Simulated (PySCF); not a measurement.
**Excited states of Tl³⁺ (thallium, charge +3)**

Ground state [Xe] 4f14 5d10, ¹S. Computed with PySCF 2.14 in def2-TZVPPD with one added diffuse shell each of s, p, d, f type with the def2 core potential (60 electrons) (8s6p5d3f, 72 functions), with scalar relativity through the core potential. Vertical excitation energies in eV without spin-orbit coupling; excited terms of each kind are numbered among those the solver found. Frozen: 5s2 5p6.

| term | leading excitation | EOM-EE-CCSD |
| --- | --- | --- |
| 1 3D | 5d → s | 10.538 |
| 1 1D | 5d → s | 11.411 |
| 1 3P° | 5d → p | 20.690 |
| 1 3F° | 5d → p | 21.173 |
| 1 1F° | 5d → p | 21.555 |
| 1 1D° | 5d → p | 22.001 |
| 1 3D° | 5d → p | 22.064 |
| 1 1P° | 5d → p | 22.211 |
| 1 3G | 5d → d | 32.558 |
| 2 3D | 5d → s | 32.571 |
| 1 1G | 5d → d | 32.679 |
| 2 1D | 5d → s | 32.771 |

The spin-orbit splitting of the hole, absent here, rivals or exceeds the spacing of these terms, so the LS terms are model states.

The solver can miss terms.
